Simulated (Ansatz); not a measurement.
Ni₂H, 3 atoms. Hardware: 4 threads of Arm Neoverse N1 on a shared host.

Correlated methods freeze 10 core orbitals; core or outer-core shells of Ni are correlated, in sets that lack core-valence functions.

How many basis functions does each of these Ansatz runs have, and roughly what does it cost? r2SCAN-D4/def2-TZVP, charge 0 doublet, energy and forces, from earlier orbitals; RPA@PBE/def2-TZVP, charge 0 quartet, energy, from earlier orbitals; revPBE-D4/def2-TZVP, charge 0 doublet, energy, from earlier orbitals; HF/STO-3G, charge 0 quartet, energy; r2SCAN-D4/def2-TZVP, charge 0 doublet, frequencies; BHLYP-D4/def2-TZVP, charge 0 quartet, energy, from earlier orbitals; CCSD(T)/def2-TZVPP, charge 0 doublet, energy, from earlier orbitals; PBE-D4/def2-TZVPD, charge 0 doublet, energy, from earlier orbitals; r2SCAN0-D4/def2-TZVP, charge 0 quartet, energy, from earlier orbitals; revPBE-D4/def2-TZVP, charge 0 quartet, energy, from earlier orbitals; PBE0-D4/def2-SVP, charge 0 doublet, energy, from earlier orbitals; PBE-D4/def2-SVP, charge 0 doublet, energy, from earlier orbitals.

Other jobs shared the machine, so times can vary by a factor of up to 3. A dash marks memory too small to be measured apart from the calling script's.

```
                                                                            run  functions  fitting or Cholesky vectors  wall time  peak host memory (GiB)
                                            HF/STO-3G, charge 0 quartet, energy         37                          316      1.8 s                       –
              PBE0-D4/def2-SVP, charge 0 doublet, energy, from earlier orbitals         67                          723      4.4 s                       –
           revPBE-D4/def2-TZVP, charge 0 doublet, energy, from earlier orbitals         96                          938      8.5 s                       –
           revPBE-D4/def2-TZVP, charge 0 quartet, energy, from earlier orbitals         96                          938      8.5 s                       –
               PBE-D4/def2-SVP, charge 0 doublet, energy, from earlier orbitals         67                          842      8.5 s                       –
             RPA@PBE/def2-TZVP, charge 0 quartet, energy, from earlier orbitals         96                          928      9.5 s                       –
             PBE-D4/def2-TZVPD, charge 0 doublet, energy, from earlier orbitals        105                          975       11 s                       –
            BHLYP-D4/def2-TZVP, charge 0 quartet, energy, from earlier orbitals         96                          928       16 s                       –
          r2SCAN0-D4/def2-TZVP, charge 0 quartet, energy, from earlier orbitals         96                          928       21 s                       –
r2SCAN-D4/def2-TZVP, charge 0 doublet, energy and forces, from earlier orbitals         96                          938       25 s                       –
                             r2SCAN-D4/def2-TZVP, charge 0 doublet, frequencies         96                          938       70 s                       –
            CCSD(T)/def2-TZVPP, charge 0 doublet, energy, from earlier orbitals        142                          981    2.1 min                     1.7
```
